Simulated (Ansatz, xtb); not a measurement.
C4H5ClGeSe: which of two isomers lies lower

Structure X is `Clc1c[se]c[c]1[GeH3]`, a singlet and structure Y is `Clc1c[se][c]([GeH3])c1`, a singlet. Both are isolated molecules in the gas phase, relaxed with r2SCAN-D4/def2-SVP.

**Question.** Estimate which is lower in electronic energy at CCSD(T)/def2-SVP + ΔMP2/def2-TZVPP, and by roughly how much.

**Answer.** CCSD(T)/def2-SVP + ΔMP2/def2-TZVPP gives E(Y) − E(X) = −0.25 kJ/mol, slightly favouring structure Y, which is too small a margin to settle the true order.

Level by level:

```tsv
level	geometry	E(Y) − E(X) (kJ/mol)	departure from the last row (kJ/mol)	job, with rough time for the two
GFN2-xTB	GFN2-xTB	+18.67	+18.92	optimisation, 0.33 s
HF/STO-3G	GFN2-xTB	−9.67	−9.42	single point, 1.2 s
r2SCAN-D4/def2-SVP//GFN2-xTB	GFN2-xTB	−5.70	−5.46	single point, 4.8 s
r2SCAN-D4/def2-SVP	r2SCAN-D4/def2-SVP	+1.44	+1.69	optimisation, 57 s
HF/def2-SVP	r2SCAN-D4/def2-SVP	−2.13	−1.88	part of the CCSD(T) run
MP2/def2-SVP	r2SCAN-D4/def2-SVP	+1.12	+1.37	part of the CCSD(T) run
CCSD(T)/def2-SVP	r2SCAN-D4/def2-SVP	+1.55	+1.80	single point
CCSD(T)/def2-SVP + ΔMP2/def2-TZVPP	r2SCAN-D4/def2-SVP	−0.25		single point, 1.9 min
```

As drawn, both hold the same kinds of bond in the same numbers.

The largest departure from CCSD(T)/def2-SVP + ΔMP2/def2-TZVPP is that of GFN2-xTB, 18.92 kJ/mol. The last row adds to CCSD(T) the change of the MP2 difference between the two basis sets, here −1.80 kJ/mol.

With thermal terms from frequencies at re-optimised GFN2-xTB minima (ideal gas, soft modes damped towards free rotors, one conformer each, 298.15 K, 1 atm): the zero-point term adds −0.60 kJ/mol; ΔH is −0.08 and ΔG −3.16 kJ/mol.

The correlated steps freeze 27 core orbitals; the filled d shell of Ge and Se is correlated, in a basis made for valence electrons. Codes used: Ansatz 0.2.0, xtb 6.7.1; the last row on 2 threads of Intel(R) Xeon(R) 6975P-C (Granite Rapids) on a shared host.
